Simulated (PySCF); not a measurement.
**Vertical excitation energies**

Cyclo-(Cl2GeO)3.
Z-matrix (Å and degrees, PBE0-D3(BJ)/def2-SVP geometry), rows numbered from 1:
```
Ge
Cl  1  2.1165
Cl  1  2.1155  2  111.46
O   1  1.7547  2  109.57  3  -119.94
Ge  4  1.7541  1  130.88  2  -121.50
Cl  5  2.1154  4  109.07  1   116.87
Cl  5  2.1153  4  109.30  1  -122.16
O   5  1.7558  4  108.98  1    -2.19
Ge  8  1.7559  5  130.49  4     9.66
Cl  9  2.1184  8  109.43  5   108.40
Cl  9  2.1139  8  109.46  5  -130.01
O   1  1.7546  2  109.07  3   120.67
```

Level of theory: TDDFT wB97X-D/def2-SVPD, vertical, gas phase, core orbitals frozen in the response in PySCF 2.14.0, density-fitted response routines. The geometry optimisation had not met its thresholds, so the values belong to a structure short of the stationary point. The wB97X-D/def2-SVPD calculation is non-relativistic and has no spin–orbit coupling, an omission that weighs most on germanium.

Problem. Predict the UV-vis stick spectrum at this level.

Solution. 

| state | E (eV) | E (kJ/mol) | λ (nm) | f | \|μ\| (D) | main configurations (H = HOMO, L = LUMO) |
| --- | --- | --- | --- | --- | --- | --- |
| S1 | 6.52 | 629 | 190.2 | 0.0002 | 0.09 | H→L (53%), H-1→L (16%) |
| S2 | 6.52 | 629 | 190.1 | 0.0005 | 0.14 | H-1→L (40%), H-2→L (22%), H-4→L+1/L+2 (≥8%) |
| S3 | 6.53 | 630 | 189.9 | 0.0030 | 0.35 | H-2→L (46%), H-1→L (13%), H-2→L+1/L+2 (≥9%) |
| S4 | 6.69 | 646 | 185.2 | 0.0002 | 0.10 | H-3→L (61%), H-2→L+1/L+2 (≥16%), H→L+1/L+2 (≥8%) |
| S5 | 6.70 | 646 | 185.0 | 0.0000 | 0.03 | H-4→L (61%), H-1→L+1/L+2 (≥18%) |
| S6 | 6.79 | 656 | 182.5 | 0.0000 | 0.04 | H-5→L (50%), H-3→L+1/L+2 (≥8%), H→L+1/L+2 (≥8%) |
| S7 | 6.93 | 668 | 179.0 | 0.0001 | 0.05 | H-6→L (61%), H-5→L (9%) |
| S8 | 7.08 | 683 | 175.2 | 0.067 | 1.58 | H-7→L (49%), H-8→L (8%) |
| S9 | 7.08 | 683 | 175.1 | 0.070 | 1.61 | H-8→L (49%), H-7→L (9%) |
| S10 | 7.24 | 699 | 171.2 | 0.028 | 1.01 | H-12→L (33%), H-7→L+1/L+2 (≥14%), H-10→L+1/L+2 (≥11%) |
| S11 | 7.25 | 699 | 171.1 | 0.026 | 0.97 | H-11→L (34%), H-12→L (14%), H-10→L+1/L+2 (≥9%) |
| S12 | 7.26 | 701 | 170.7 | 0.0067 | 0.49 | H-10→L (44%), H-8→L+1/L+2 (≥14%), H-11→L (9%) |
| S13 | 7.45 | 719 | 166.3 | 0.092 | 1.80 | H-13→L (69%) |
| S14 | 7.48 | 722 | 165.7 | 0.129 | 2.13 | H-14→L (81%) |

Triplets (Tamm–Dancoff): T1 6.10 eV, H-1→L (45%), H-2→L (14%); T2 6.11 eV, H→L (59%); T3 6.11 eV, H-2→L (46%), H-1→L (14%), H-3→L+1/L+2 (≥9%).

The lowest singlet level (S1/S2/S3) lies at 6.52 eV (190 nm, vacuum ultraviolet) and is very weak. The most intense listed level is S8/S9 at 7.08 eV (175 nm, f = 0.136 summed), 0.56 eV above S1. S1/S2/S3, S4/S5, S8/S9 and S10/S11 lie within about 0.01 eV of each other in each set. Löwdin shares by element: HOMO (one of a set within 0.03 eV) chlorine 56% or more, oxygen 12% or more (atoms not listed hold the other 32%); LUMO chlorine 36% or more (atoms not listed hold the other 64%). The listed states span 0.96 eV, and the widest gap between neighbours is 0.19 eV (S12 to S13). Of the 14 states listed, 6 reach f = 0.01 and 6 stay under 0.0005. Weighted by f, the mean energy of these states is 7.30 eV. No computed singlet lies in the visible range (380 to 750 nm); the lowest, at 190 nm, stands 3.26 eV above its violet end (3.26 eV). Orbitals of the list HOMO-3 to LUMO+2 that lie within 0.01 eV of each other are written together with a slash and their weights summed (≥ marks a lower bound); for degenerate orbitals outside that list single weights are arbitrary. The window holds the lowest 15 singlets. The highest level found (7.50 eV, f 0.0014 so far) is left out, since the window may have cut off a degenerate partner.

One conformer stands for the species.
